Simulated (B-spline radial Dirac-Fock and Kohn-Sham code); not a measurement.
Kohn-Sham estimates against Dirac-Fock for the levels of Zn³⁺

System: Zn³⁺, configuration 1s2 2s2 2p6 3s2 3p6 3d9.

The density-functional columns are spherical, spin-unpolarised Dirac-Kohn-Sham results without Breit or QED terms: −ε is minus the orbital energy of the initial state and ΔSCF the difference of two total energies. The reference in the last column comes from relaxed Dirac-Fock hole states (ΔSCF) with Breit and QED corrections and a finite nucleus. All numbers are from a radial finite-basis atomic code, in eV; a selection of levels is shown. The Kohn-Sham columns are given as differences from the reference. For the 1s level of heavy atoms much of the gap between ΔSCF and the reference is the Breit and QED part, -18.1 eV here; for other levels the error of the functional can be larger.

```
     level  PBE −ε − DF  PBE ΔSCF − DF  LDA −ε − DF  LDA ΔSCF − DF  Dirac-Fock
    K (1s)       -148.2          +36.5       -166.6          +17.5      9713.8
   L1 (2s)        -53.2          -23.4        -55.3          -25.3      1253.7
L2 (2p1/2)        -37.1           -0.6        -37.6           -1.1      1099.3
L3 (2p3/2)        -37.6           -1.9        -38.0           -2.3      1075.9
   M1 (3s)        -23.7          -11.4        -24.2          -12.0       194.7
M2 (3p1/2)        -17.6           -5.5        -17.6           -5.6       144.7
M3 (3p3/2)        -17.6           -5.6        -17.6           -5.7       141.6
 M4,5 (3d)         -8.3           +2.8         -8.0           +3.1       59.03
```

Values without a named source are computed, but for edge energies of neutral atoms, which are taken from tables.
